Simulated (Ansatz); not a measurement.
One change: `F[C@H]1C[Si@@H]1F` becomes `F[C@H]1C[Si@@H]1Cl`.

Ansatz, PBE0-D4/def2-TZVP geometries, multiplicity 1. 

```csv
property,`F[C@H]1C[Si@@H]1F`
size of the dipole moment (B3LYP/def2-TZVPP) / D,1.14
size of the dipole moment (ωB97M-V/def2-TZVPP) / D,1.15
LUMO energy (PBE0/def2-TZVPP) / eV,0.03
HOMO–LUMO gap (PBE/def2-TZVPP) / eV,5.13
LUMO energy (B3LYP/def2-TZVPP) / eV,-0.19
HOMO energy (B3LYP/def2-TZVPP) / eV,-7.16
```

Question: Give the same properties after the change, and the shifts. (Best estimate.)

Answer: Ansatz gave: 
```csv
property,`F[C@H]1C[Si@@H]1Cl`,shift
size of the dipole moment (B3LYP/def2-TZVPP) / D,1.14,0.00
size of the dipole moment (ωB97M-V/def2-TZVPP) / D,1.15,0.00
LUMO energy (PBE0/def2-TZVPP) / eV,0.02,-0.01
HOMO–LUMO gap (PBE/def2-TZVPP) / eV,5.05,-0.08
LUMO energy (B3LYP/def2-TZVPP) / eV,-0.20,-0.01
HOMO energy (B3LYP/def2-TZVPP) / eV,-7.06,0.10
```

Dipoles are sizes alone; their direction can turn.

B3LYP here is the variant with VWN-RPA as its local correlation; programs differ in this.
